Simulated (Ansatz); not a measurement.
Ansatz (a program for electronic structure) input (B3LYP-D3(BJ)/def2-TZVP):

Ansatz 0.2 input:
```yaml
crystal:
  periodic: [false, false, false]
  atoms:
    - {symbol: Hg, position_ang: [-0.00000000, -0.00000000, -0.55616054]}
    - {symbol: Br, position_ang: [0.00000000, 0.00000000, 1.85286515]}
    - {symbol: O, position_ang: [-0.00000000, -0.00000000, -2.54467967]}
basis:
  gaussian:
    orbitals: def2-TZVP
hamiltonian:
  xc: b3lyp
  dispersion: d3bj
magnetization: {spin_polarized: true, initial_magnetization: 1}
phonons: {temperatures: {t_min: 298.15, t_max: 298.15, t_step: 100}}
```

Output:

```
Functional definition: B3LYP
integrals: 0.05 GiB planned
983 factors; their error is unknown
mean field: 0.68 GiB planned
mean field evaluation 1: about -76252.8295 eV, gradient 6.1e1 eV
mean field evaluation 2: about -76036.4453 eV, gradient 1.6e2 eV
mean field evaluation 4: about -76267.7455 eV, gradient 2.7e1 eV
mean field evaluation 8: about -76271.3375 eV, gradient 5.8e-1 eV
mean field evaluation 16: about -76271.7086 eV, gradient 2.1e-3 eV
mean field -76271.70855841 eV, -2802.9335907006 hartree, gradient 1.7e-5 eV, S^2 0.756782; 0 other end points of the search recorded, 0 dependent functions left out
the calculation of the forces begins
reference -76271.70878071 eV, -2802.9335988700 hartree; 32, 31 occupied and 90, 91 virtual orbitals, 983 factors
these checks for a lower state are left out or cut short: stability, starts, cluster_reference, orbital_swaps, neighbouring_geometries, increment
integrals: 0.05 GiB planned
983 factors; their error is unknown
mean field: 0.68 GiB planned
mean field -76271.70855170 eV, -2802.9335904539 hartree, gradient 1.5e-6 eV, S^2 0.756782; 0 other end points of the search recorded, 0 dependent functions left out
the calculation of the forces begins
reference -76271.70877400 eV, -2802.9335986233 hartree; 32, 31 occupied and 90, 91 virtual orbitals, 983 factors
these checks for a lower state are left out or cut short: stability, starts, cluster_reference, orbital_swaps, neighbouring_geometries, increment
integrals: 0.05 GiB planned
983 factors; their error is unknown
mean field: 0.68 GiB planned
mean field evaluation 32: about -76271.3401 eV, gradient 1.4e-4 eV
mean field -76271.70855170 eV, -2802.9335904539 hartree, gradient 1.5e-6 eV, S^2 0.756782; 0 other end points of the search recorded, 0 dependent functions left out
the calculation of the forces begins
reference -76271.70877400 eV, -2802.9335986233 hartree; 32, 31 occupied and 90, 91 virtual orbitals, 983 factors
these checks for a lower state are left out or cut short: stability, starts, cluster_reference, orbital_swaps, neighbouring_geometries, increment
integrals: 0.05 GiB planned
983 factors; their error is unknown
mean field: 0.67 GiB planned
mean field -76271.70855220 eV, -2802.9335904725 hartree, gradient 2.5e-6 eV, S^2 0.756782; 0 other end points of the search recorded, 0 dependent functions left out
the calculation of the forces begins
reference -76271.70877450 eV, -2802.9335986418 hartree; 32, 31 occupied and 90, 91 virtual orbitals, 983 factors
these checks for a lower state are left out or cut short: stability, starts, cluster_reference, orbital_swaps, neighbouring_geometries, increment
integrals: 0.05 GiB planned
983 factors; their error is unknown
mean field: 0.67 GiB planned
mean field -76271.70855220 eV, -2802.9335904725 hartree, gradient 2.5e-6 eV, S^2 0.756782; 0 other end points of the search recorded, 0 dependent functions left out
the calculation of the forces begins
reference -76271.70877450 eV, -2802.9335986418 hartree; 32, 31 occupied and 90, 91 virtual orbitals, 983 factors
these checks for a lower state are left out or cut short: stability, starts, cluster_reference, orbital_swaps, neighbouring_geometries, increment
integrals: 0.05 GiB planned
983 factors; their error is unknown
mean field: 0.68 GiB planned
mean field -76271.70845452 eV, -2802.9335868827 hartree, gradient 1.4e-6 eV, S^2 0.756803; 0 other end points of the search recorded, 0 dependent functions left out
the calculation of the forces begins
reference -76271.70867680 eV, -2802.9335950513 hartree; 32, 31 occupied and 90, 91 virtual orbitals, 983 factors
these checks for a lower state are left out or cut short: stability, starts, cluster_reference, orbital_swaps, neighbouring_geometries, increment
integrals: 0.05 GiB planned
983 factors; their error is unknown
mean field: 0.67 GiB planned
mean field evaluation 64: about -76271.3400 eV, gradient 2.3e-4 eV
mean field -76271.70846888 eV, -2802.9335874105 hartree, gradient 1.5e-6 eV, S^2 0.756761; 0 other end points of the search recorded, 0 dependent functions left out
the calculation of the forces begins
reference -76271.70869120 eV, -2802.9335955806 hartree; 32, 31 occupied and 90, 91 virtual orbitals, 983 factors
these checks for a lower state are left out or cut short: stability, starts, cluster_reference, orbital_swaps, neighbouring_geometries, increment
integrals: 0.05 GiB planned
983 factors; their error is unknown
mean field: 0.67 GiB planned
mean field -76271.70855705 eV, -2802.9335906505 hartree, gradient 1.5e-6 eV, S^2 0.756782; 0 other end points of the search recorded, 0 dependent functions left out
the calculation of the forces begins
reference -76271.70877934 eV, -2802.9335988199 hartree; 32, 31 occupied and 90, 91 virtual orbitals, 983 factors
these checks for a lower state are left out or cut short: stability, starts, cluster_reference, orbital_swaps, neighbouring_geometries, increment
integrals: 0.05 GiB planned
983 factors; their error is unknown
mean field: 0.67 GiB planned
mean field -76271.70855705 eV, -2802.9335906505 hartree, gradient 1.5e-6 eV, S^2 0.756782; 0 other end points of the search recorded, 0 dependent functions left out
the calculation of the forces begins
reference -76271.70877934 eV, -2802.9335988199 hartree; 32, 31 occupied and 90, 91 virtual orbitals, 983 factors
these checks for a lower state are left out or cut short: stability, starts, cluster_reference, orbital_swaps, neighbouring_geometries, increment
integrals: 0.05 GiB planned
983 factors; their error is unknown
mean field: 0.67 GiB planned
mean field -76271.70855715 eV, -2802.9335906543 hartree, gradient 1.6e-6 eV, S^2 0.756782; 0 other end points of the search recorded, 0 dependent functions left out
the calculation of the forces begins
reference -76271.70877945 eV, -2802.9335988237 hartree; 32, 31 occupied and 90, 91 virtual orbitals, 983 factors
these checks for a lower state are left out or cut short: stability, starts, cluster_reference, orbital_swaps, neighbouring_geometries, increment
integrals: 0.05 GiB planned
983 factors; their error is unknown
mean field: 0.68 GiB planned
mean field evaluation 96: about -76271.3401 eV, gradient 1.1e-4 eV
mean field -76271.70855715 eV, -2802.9335906543 hartree, gradient 1.6e-6 eV, S^2 0.756782; 0 other end points of the search recorded, 0 dependent functions left out
the calculation of the forces begins
reference -76271.70877945 eV, -2802.9335988237 hartree; 32, 31 occupied and 90, 91 virtual orbitals, 983 factors
these checks for a lower state are left out or cut short: stability, starts, cluster_reference, orbital_swaps, neighbouring_geometries, increment
integrals: 0.05 GiB planned
983 factors; their error is unknown
mean field: 0.67 GiB planned
mean field -76271.70854574 eV, -2802.9335902351 hartree, gradient 1.5e-6 eV, S^2 0.756797; 0 other end points of the search recorded, 0 dependent functions left out
the calculation of the forces begins
reference -76271.70876806 eV, -2802.9335984053 hartree; 32, 31 occupied and 90, 91 virtual orbitals, 983 factors
these checks for a lower state are left out or cut short: stability, starts, cluster_reference, orbital_swaps, neighbouring_geometries, increment
integrals: 0.05 GiB planned
983 factors; their error is unknown
mean field: 0.67 GiB planned
mean field -76271.70848849 eV, -2802.9335881313 hartree, gradient 1.4e-6 eV, S^2 0.756766; 0 other end points of the search recorded, 0 dependent functions left out
the calculation of the forces begins
reference -76271.70871077 eV, -2802.9335962998 hartree; 32, 31 occupied and 90, 91 virtual orbitals, 983 factors
these checks for a lower state are left out or cut short: stability, starts, cluster_reference, orbital_swaps, neighbouring_geometries, increment
integrals: 0.05 GiB planned
983 factors; their error is unknown
mean field: 0.68 GiB planned
mean field -76271.70855640 eV, -2802.9335906268 hartree, gradient 1.5e-6 eV, S^2 0.756782; 0 other end points of the search recorded, 0 dependent functions left out
the calculation of the forces begins
reference -76271.70877870 eV, -2802.9335987961 hartree; 32, 31 occupied and 90, 91 virtual orbitals, 983 factors
these checks for a lower state are left out or cut short: stability, starts, cluster_reference, orbital_swaps, neighbouring_geometries, increment
integrals: 0.05 GiB planned
983 factors; their error is unknown
mean field: 0.68 GiB planned
mean field evaluation 128: about -76271.3401 eV, gradient 1.2e-4 eV
mean field -76271.70855640 eV, -2802.9335906268 hartree, gradient 1.5e-6 eV, S^2 0.756782; 0 other end points of the search recorded, 0 dependent functions left out
the calculation of the forces begins
reference -76271.70877870 eV, -2802.9335987961 hartree; 32, 31 occupied and 90, 91 virtual orbitals, 983 factors
these checks for a lower state are left out or cut short: stability, starts, cluster_reference, orbital_swaps, neighbouring_geometries, increment
integrals: 0.05 GiB planned
983 factors; their error is unknown
mean field: 0.67 GiB planned
mean field -76271.70855655 eV, -2802.9335906323 hartree, gradient 2.3e-6 eV, S^2 0.756782; 0 other end points of the search recorded, 0 dependent functions left out
the calculation of the forces begins
reference -76271.70877885 eV, -2802.9335988017 hartree; 32, 31 occupied and 90, 91 virtual orbitals, 983 factors
these checks for a lower state are left out or cut short: stability, starts, cluster_reference, orbital_swaps, neighbouring_geometries, increment
integrals: 0.05 GiB planned
983 factors; their error is unknown
mean field: 0.67 GiB planned
mean field -76271.70855655 eV, -2802.9335906323 hartree, gradient 2.3e-6 eV, S^2 0.756782; 0 other end points of the search recorded, 0 dependent functions left out
the calculation of the forces begins
reference -76271.70877885 eV, -2802.9335988017 hartree; 32, 31 occupied and 90, 91 virtual orbitals, 983 factors
these checks for a lower state are left out or cut short: stability, starts, cluster_reference, orbital_swaps, neighbouring_geometries, increment
integrals: 0.05 GiB planned
983 factors; their error is unknown
mean field: 0.67 GiB planned
mean field -76271.70848390 eV, -2802.9335879623 hartree, gradient 1.4e-6 eV, S^2 0.756745; 0 other end points of the search recorded, 0 dependent functions left out
the calculation of the forces begins
reference -76271.70870619 eV, -2802.9335961316 hartree; 32, 31 occupied and 90, 91 virtual orbitals, 983 factors
these checks for a lower state are left out or cut short: stability, starts, cluster_reference, orbital_swaps, neighbouring_geometries, increment
integrals: 0.05 GiB planned
983 factors; their error is unknown
mean field: 0.68 GiB planned
mean field evaluation 160: about -76271.3400 eV, gradient 1.8e-4 eV
mean field -76271.70852678 eV, -2802.9335895384 hartree, gradient 1.5e-6 eV, S^2 0.756819; 0 other end points of the search recorded, 0 dependent functions left out
the calculation of the forces begins
reference -76271.70874909 eV, -2802.9335977079 hartree; 32, 31 occupied and 90, 91 virtual orbitals, 983 factors
Total energy: -76271.83146359 eV, -2802.9381073827 hartree
Atom 0 at    -0.000000    -0.000000    -0.556161 Å, force    -0.000000    -0.000000    -0.000102 eV/Å
Atom 1 at     0.000000     0.000000     1.852865 Å, force     0.000000     0.000000    -0.000545 eV/Å
Atom 2 at    -0.000000    -0.000000    -2.544680 Å, force     0.000000     0.000000     0.000647 eV/Å
Dipole moment:    -0.000000    -0.000000     0.088384 e Å
Vibrations: 119.29 124.03 246.85 560.85 cm⁻¹, zero-point energy 0.065155 eV
```

The spin state was set by rule; other spins were not relaxed.
